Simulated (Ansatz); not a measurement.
C$_{3}$H$_{5}$N$_{3}$ (SMILES N=c1[nH]cc[nH]1), singlet, at a GFN2-xTB geometry; PBE/pcseg-2 (Ansatz, a program for electronic structure).

Ansatz was given this input:
Ansatz 0.2 input:
```yaml
crystal:
  periodic: [false, false, false]
  atoms:
    - {symbol: N, position_ang: [2.03334799, 0.16177468, 0.13802001]}
    - {symbol: C, position_ang: [0.77304839, 0.03108473, 0.05406192]}
    - {symbol: N, position_ang: [-0.09409184, 1.08718997, -0.06356046]}
    - {symbol: C, position_ang: [-1.39652007, 0.63231435, -0.13362139]}
    - {symbol: C, position_ang: [-1.36669693, -0.70856797, -0.06144036]}
    - {symbol: N, position_ang: [-0.04077678, -1.09144259, 0.05406750]}
    - {symbol: H, position_ang: [2.53635353, -0.71358301, 0.21997223]}
    - {symbol: H, position_ang: [0.21492238, 2.04033418, -0.09108270]}
    - {symbol: H, position_ang: [-2.22450716, 1.30298549, -0.22829264]}
    - {symbol: H, position_ang: [-2.16204716, -1.42414033, -0.08135875]}
    - {symbol: H, position_ang: [0.28693439, -2.03723742, 0.12707150]}
basis:
  gaussian:
    orbitals: pcseg-2
hamiltonian:
  xc: pbe
```

The log (banner, timings and long lists left out):

```
Functional definition: PBE
1196 factors; their error is unknown
mean field evaluation 1: about -7639.0597 eV, gradient 9.0e1 eV
mean field evaluation 2: about -7561.3214 eV, gradient 1.7e2 eV
mean field evaluation 4: about -7654.3843 eV, gradient 2.6e1 eV
mean field evaluation 8: about -7655.8208 eV, gradient 9.2e-1 eV
mean field evaluation 16: about -7655.7564 eV, gradient 3.8e-4 eV
mean field -7655.75639129 eV, -281.3438581217 hartree, gradient 8.0e-5 eV, S^2 0.000000; 0 other end points of the search recorded, 0 dependent functions left out
reference -7655.75643810 eV, -281.3438598420 hartree; 22, 22 occupied and 228, 228 virtual orbitals, 1196 factors
Total energy: -7655.75643810 eV, -281.3438598420 hartree
```
